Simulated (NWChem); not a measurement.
Species: C3H4ClF; SMILES C1[C@H]([C@@H]1F)Cl

```xyz
9

F      0.6289     2.1449     0.1027
C      0.1304     1.0019    -0.4211
C     -1.2568     0.5971    -0.0530
C     -0.0726    -0.1508     0.4948
Cl     0.2807    -1.7797    -0.0534
H      0.4943     0.8051    -1.4349
H     -1.7978     1.2323     0.6536
H     -1.8686     0.1131    -0.8183
H      0.1804     0.0058     1.5465
```
Atoms are numbered in this order, from 1.

Program: NWChem. Pople sets run with spherical d functions. STO-3G and 3-21G are far too small for this property and stand as cheap habits. Coordinates come from a PBE0/def2-SVP optimisation. GIAO values for the isolated, static molecule; σ is the absolute isotropic shielding, δ = σ(reference) − σ with the isolated reference molecule computed at the same levels (13C: tetramethylsilane, 19F: trichlorofluoromethane, 1H: tetramethylsilane).

```csv
level,δ F1 (ppm),δ C2 (ppm),δ C3 (ppm),σ Cl5 (ppm),δ H6 (ppm),δ H7 (ppm),δ H8 (ppm)
B3LYP/6-31G*,___,___,___,839.8,___,___,0.89
BHandHLYP/pcSseg-1,-206.8,71.9,18.3,840.7,4.16,1.43,0.90
Hartree-Fock/STO-3G,-87.9,48.9,16.7,1058.5,2.27,1.30,1.20
```

Q: What belongs in the gaps?

A: 
- B3LYP/6-31G*, δ F1 (ppm): -211.1
- B3LYP/6-31G*, δ C2 (ppm): 70.0
- B3LYP/6-31G*, δ C3 (ppm): 17.7
- B3LYP/6-31G*, δ H6 (ppm): 4.32
- B3LYP/6-31G*, δ H7 (ppm): 1.24
